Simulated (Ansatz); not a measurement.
A nudged elastic band was laid between two geometries of CH6SSi2 (10 atoms, charge 0, multiplicity 1).

Computed with RKS PBE0-D4/6-31G* in Ansatz.

* movable images: 7
* climbing image: yes
* spring: 50.0 eV/Å²
* optimiser: quadratic models (default)
* start path: through a guess of the saddle point
* force threshold: 0.05 eV/Å
* iteration limit: 60
* end points: relaxed

Initial state:

```xyz
10
Properties=species:S:1:pos:R:3
C -1.339 0.783 -0.769
Si -0.426 -0.509 0.236
Si 1.740 -0.318 0.822
S 1.121 -1.617 -0.794
H -0.629 1.396 -1.333
H -1.921 1.438 -0.112
H -2.025 0.308 -1.478
H -1.338 -1.368 1.037
H 2.338 -1.009 1.994
H 2.564 0.845 0.400
```

Final state:

```xyz
10
Properties=species:S:1:pos:R:3
C -1.180 0.832 -0.614
Si -0.270 -0.342 0.542
Si 1.757 0.160 1.552
S 1.579 -1.090 -0.532
H -0.547 1.684 -0.884
H -2.064 1.231 -0.102
H -1.520 0.334 -1.528
H -1.071 -1.585 0.740
H 1.685 -1.209 2.226
H 1.713 -0.065 -1.398
```

Task: Which bonds break or form, and what moves?

Result: Bonds broken: Si3–H10. Bonds formed: S4–H10.

Task: Give the energies along the band, and the barrier.

Result: It converged. The highest image is number 4 of 0 to 8, 189.4 kJ/mol above the first end and 58.2 kJ/mol above the last; the last end lies 131.2 kJ/mol above the first. Another band between the same ends (7 images) ends at a top of the same energy, where a vibrational analysis finds 1 clearly imaginary mode. The orbitals stay closed-shell, which can raise the energy where a bond breaks towards radicals; this wasn't checked here.

```tsv
image	path coordinate (Å)	energy (kJ/mol)	Si3–H10 (Å)	S4–H10 (Å)
0	0.00	0.0	1.49	3.09
1	0.49	4.3	1.48	3.00
2	0.98	51.7	1.46	2.59
3	1.47	139.1	1.49	2.14
4	1.96	189.4	1.68	1.62
5	2.41	179.0	2.10	1.39
6	2.87	158.1	2.47	1.35
7	3.33	135.3	2.81	1.34
8	3.79	131.2	2.96	1.35
```

Task: What is the geometry of the highest image?

Result: 
```xyz
10
Properties=species:S:1:pos:R:3
C -1.343 0.817 -0.709
Si -0.273 -0.388 0.242
Si 1.736 0.215 1.232
S 1.346 -1.268 -0.844
H -0.724 1.601 -1.156
H -2.075 1.291 -0.045
H -1.887 0.308 -1.512
H -1.036 -1.474 0.905
H 1.944 -0.972 2.148
H 2.394 -0.181 -0.260
```

The run took 2.7 min on 2 threads of Arm Neoverse V1 (shared host), peak memory 0.18 GiB.
